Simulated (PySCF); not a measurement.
# SMILES CC(=O)C1=C/C(=C/O)C=C1, C8H8O2

Molfile (atoms numbered from 1):
```
C8H8O2
     RDKit          3D

 18 18  0  0  0  0  0  0  0  0999 V2000
   -3.1516    0.4772    0.4438 C   0  0  0  0  0  0  0  0  0  0  0  0
   -2.2146   -0.5102   -0.2108 C   0  0  0  0  0  0  0  0  0  0  0  0
   -2.6349   -1.4797   -0.8100 O   0  0  0  0  0  0  0  0  0  0  0  0
   -0.7650   -0.2616   -0.1006 C   0  0  0  0  0  0  0  0  0  0  0  0
   -0.1252    0.7742    0.5320 C   0  0  0  0  0  0  0  0  0  0  0  0
    1.3006    0.5785    0.3620 C   0  0  0  0  0  0  0  0  0  0  0  0
    2.2521    1.4150    0.8576 C   0  0  0  0  0  0  0  0  0  0  0  0
    3.5609    1.2802    0.7292 O   0  0  0  0  0  0  0  0  0  0  0  0
    1.4779   -0.6436   -0.4143 C   0  0  0  0  0  0  0  0  0  0  0  0
    0.2408   -1.1396   -0.6867 C   0  0  0  0  0  0  0  0  0  0  0  0
   -2.9571    0.5377    1.5258 H   0  0  0  0  0  0  0  0  0  0  0  0
   -4.1869    0.1575    0.2743 H   0  0  0  0  0  0  0  0  0  0  0  0
   -3.0047    1.4860    0.0278 H   0  0  0  0  0  0  0  0  0  0  0  0
   -0.5808    1.6051    1.0706 H   0  0  0  0  0  0  0  0  0  0  0  0
    1.9852    2.3090    1.4299 H   0  0  0  0  0  0  0  0  0  0  0  0
    3.7594    0.4822    0.2196 H   0  0  0  0  0  0  0  0  0  0  0  0
    2.4266   -1.0859   -0.7239 H   0  0  0  0  0  0  0  0  0  0  0  0
   -0.0047   -2.0410   -1.2471 H   0  0  0  0  0  0  0  0  0  0  0  0
  1  2  1  0
  2  3  2  0
  2  4  1  0
  4  5  2  0
  5  6  1  0
  6  7  2  0
  7  8  1  0
  6  9  1  0
  9 10  2  0
 10  4  1  0
  1 11  1  0
  1 12  1  0
  1 13  1  0
  5 14  1  0
  7 15  1  0
  8 16  1  0
  9 17  1  0
 10 18  1  0
M  END
```

Level of theory: quadratic response CAM-B3LYP/aug-cc-pVDZ first hyperpolarisability, Taylor convention, gas phase in PySCF. Geometry: PBE0-D3(BJ)/def2-SVP.

Give β for the processes computed.

In au, Taylor convention; the vector part is βᵢ = ⅓ Σⱼ (βᵢⱼⱼ + βⱼᵢⱼ + βⱼⱼᵢ); β∥ is 3/5 of the vector part along the dipole, the dipole points from − to +:
| process | λ (nm) | β vector norm | β∥ | β HRS | depolarisation ratio |
| --- | --- | --- | --- | --- | --- |
| static β(0;0,0) | ∞ | 704.9 | 303.9 | 308.4 | 4.23 |
| second harmonic β(−2ω;ω,ω) | 1907 | 773.6 | 336.4 | 338.2 | 4.23 |
| Pockels β(−ω;ω,0) | 1907 | 726.7 | 314.1 | – | – |
| second harmonic β(−2ω;ω,ω) | 1064 | 970.9 | 429.9 | 424.1 | 4.16 |
| Pockels β(−ω;ω,0) | 1064 | 778.8 | 338.9 | – | – |

Which lowest excitations, dipole and polarisabilities go with it?

S1 3.74 eV (f = 0.013); S2 3.91 eV (f = 0.000); S3 4.67 eV (f = 0.435); dipole 4.41 D; isotropic α 111.9 au static, 112.6 au at 1907 nm, 114.1 au at 1064 nm, 114.7 au at 953.5 nm, 122.3 au at 532 nm.
